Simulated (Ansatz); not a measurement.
`N[SiH]N[SiH2]N` radical, relaxed with UKS PBE0-D4/def2-TZVP in Ansatz 0.2.0 from a GFN2-xTB geometry. The force threshold is 0.005 eV/Å; the program also tests the step.

Charge 0, multiplicity 2.

Start:

```xyz
13

N    -1.481    1.078    0.865
Si   -1.866   -0.485    0.246
N    -0.376   -1.204   -0.310
Si    1.028   -0.453   -0.968
N     1.509    0.758    0.173
H    -2.149    1.827    0.797
H    -0.546    1.407    0.666
H    -2.326   -1.332    1.355
H    -0.447   -2.193   -0.479
H     0.772    0.315   -2.191
H     1.986   -1.542   -1.199
H     2.274    1.361   -0.086
H     1.622    0.464    1.131
```

| step | energy (eV) | largest force (eV/Å) | largest move (Å) |
| --- | --- | --- | --- |
| 1 | -20348.1750 | 0.746 | 0.000 |
| 2 | -20348.2270 | 0.232 | 0.149 |
| 3 | -20348.2412 | 0.214 | 0.089 |
| 4 | -20348.2512 | 0.202 | 0.088 |
| 5 | -20348.2553 | 0.084 | 0.056 |
| 6 (rejected) | -20348.2469 | 0.275 | 0.073 |
| 7 (rejected) | -20348.2545 | 0.074 | 0.036 |
| 8 | -20348.2567 | 0.016 | 0.018 |
| 9 | -20348.2570 | 0.015 | 0.035 |
| 10 | -20348.2570 | 0.019 | 0.015 |
| 11 | -20348.2571 | 0.005 | 0.004 |

End:

```xyz
13

N    -1.508    1.076    0.816
Si   -1.908   -0.469    0.192
N    -0.402   -1.191   -0.280
Si    1.005   -0.443   -0.927
N     1.600    0.727    0.194
H    -2.153    1.846    0.763
H    -0.538    1.367    0.799
H    -2.513   -1.403    1.207
H    -0.391   -2.201   -0.285
H     0.765    0.346   -2.166
H     1.937   -1.566   -1.236
H     2.152    1.491   -0.165
H     1.955    0.421    1.087
```

It took 32 s on 2 threads of an AMD EPYC 7R13 on a shared host and a share of an NVIDIA H100 80 GB, with 0.94 GiB of host memory at the peak.
